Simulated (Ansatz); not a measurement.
`CBOCC` → `CBOC` + `[CH2]` (triplet) at 700 K and 1 bar (formal loss of a carbene).

Program: Ansatz. Geometries: PBE0-D4/def2-TZVP. ΔE: electronic, gas phase. CCSD(T)/CBS adds triple-zeta CCSD(T) − MP2 to the extrapolated MP2 energy (def2 sets, frozen cores). This one scheme is used for every species. Triplets are unrestricted, without spin–orbit coupling. Each species was taken in one conformer, which may not be the lowest.

```tsv
species	CCSD(T)/CBS energy (Eh)	H − E (kJ/mol)	S (J/(mol·K))
`CBOCC`	-219.59220	400.5	469.9
`CBOC`	-180.32625	309.3	410.5
`[CH2]` (triplet)	-39.09499	70.4	226.8
```

H − E and S are ideal-gas, rigid-rotor, harmonic terms from PBE0-D4/def2-TZVP, for one conformer and one mirror image of each species, with the whole ground term of open shells counted as degenerate. 1 Eh = 2625.50 kJ/mol, R = 8.31446 J/(mol·K).

**Question.** By hand: ΔE, ΔH, ΔS and ΔG.

**Answer.** ΔE = (-180.32625) + (-39.09499) − (-219.59220) = 0.17096 Eh = 448.9 kJ/mol. Δ(H − E) = 309.3 + 70.4 − 400.5 = -20.8, so ΔH = 428.1 kJ/mol. ΔS = 410.5 + 226.8 − 469.9 = 167.4 J/(mol·K). ΔG = 428.1 − 700 × (167.4)/1000 = 310.9 kJ/mol.

**Question.** By hand: the equilibrium constant, and the temperature at which ΔG would vanish if ΔH and ΔS stayed fixed.

**Answer.** log₁₀ K = −ΔG/(RT ln 10) = -23.2. ΔG = 0 at ΔH/ΔS = 2557 K, far beyond where these terms or the molecules hold.

The number of gas molecules changes by +1, which sets the sign of ΔS. A doubt of 5 kJ/mol in ΔE shifts log₁₀ K by 0.4 here. Other conformers and mirror images would add mixing entropy, several J/(mol·K) or more a flexible species. Modes under 60 cm⁻¹, often nearly free rotors, make the harmonic entropy too high. A triplet takes part, so the spin changes. These are equilibria of isolated gas molecules and say nothing of rates. Largest T1 diagnostic: 0.012 (customary marks: 0.02 for closed shells, 0.045 for open ones).
